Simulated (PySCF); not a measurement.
**Atomic charges against the basis set**

C₂F₄O.
Structure used (PBE0-D3(BJ)/def2-SVP), in Å, numbered top down from 1:
```xyz
7
C2F4O angstrom
O      1.6173   -0.9122   -0.3414
C      0.5062   -0.7564    0.0092
F     -0.2533   -1.7133    0.5160
C     -0.2875    0.5593   -0.0433
F     -0.6644    0.9049    1.1814
F     -1.3714    0.3985   -0.7922
F      0.4582    1.5175   -0.5553
```

PBE0 throughout (PySCF), one geometry, spherical d and f functions. Isolated species at its PBE0-D3(BJ)/def2-SVP geometry, gas phase. Atoms taken as equivalent share a column and are averaged.

Mulliken charges (e):

```json
{"basis": "cc-pVDZ", "functions": "98", "O1": "-0.141", "C2": "+0.210", "F3": "-0.130", "C4": "+0.491", "F5/F6/F7": "-0.143"}
{"basis": "def2-SVP", "functions": "98", "O1": "-0.132", "C2": "+0.242", "F3": "-0.159", "C4": "+0.521", "F5/F6/F7": "-0.158"}
{"basis": "aug-cc-pVDZ", "functions": "161", "O1": "-0.378", "C2": "+0.521", "F3": "-0.393", "C4": "+1.487", "F5/F6/F7": "-0.412"}
{"basis": "cc-pVTZ", "functions": "210", "O1": "-0.176", "C2": "+0.235", "F3": "-0.118", "C4": "+0.449", "F5/F6/F7": "-0.130"}
{"basis": "def2-TZVP", "functions": "217", "O1": "-0.184", "C2": "+0.267", "F3": "-0.124", "C4": "+0.434", "F5/F6/F7": "-0.131"}
{"basis": "IGLO-III", "functions": "245", "O1": "-0.351", "C2": "+0.573", "F3": "-0.207", "C4": "+0.496", "F5/F6/F7": "-0.170"}
```

IAO charges (e):

```csv
basis,functions,O1,C2,F3,C4,F5/F6/F7
cc-pVDZ,98,-0.331,+0.568,-0.239,+0.765,-0.255
def2-SVP,98,-0.329,+0.569,-0.238,+0.765,-0.256
aug-cc-pVDZ,161,-0.338,+0.586,-0.246,+0.778,-0.260
cc-pVTZ,210,-0.342,+0.588,-0.247,+0.785,-0.262
def2-TZVP,217,-0.342,+0.590,-0.248,+0.786,-0.262
IGLO-III,245,-0.340,+0.589,-0.248,+0.782,-0.261
```

Q: Which scheme is steadiest as the basis changes?

A: Largest range over the bases for any column: IAO 0.02 e, Mulliken 1.05 e. IAO charges move least and Mulliken charges most, counted in e.

Q: How much do the charges still move between the two largest bases, def2-TZVP and IGLO-III?

A: At most, over all atoms: Mulliken 0.306 e, IAO 0.004 e.

Q: What do the same runs give for the total energy, the frontier levels and the dipole moment?

A: 
| basis | energy (Eh) | HOMO (eV) | LUMO (eV) | μ (D) |
| --- | --- | --- | --- | --- |
| cc-pVDZ | -550.3002 | -9.71 | -1.44 | 0.72 |
| def2-SVP | -549.8503 | -9.93 | -1.63 | 0.72 |
| aug-cc-pVDZ | -550.3448 | -10.11 | -1.90 | 0.76 |
| cc-pVTZ | -550.4791 | -9.98 | -1.69 | 0.78 |
| def2-TZVP | -550.5104 | -10.07 | -1.81 | 0.78 |
| IGLO-III | -550.5150 | -10.13 | -1.89 | 0.77 |
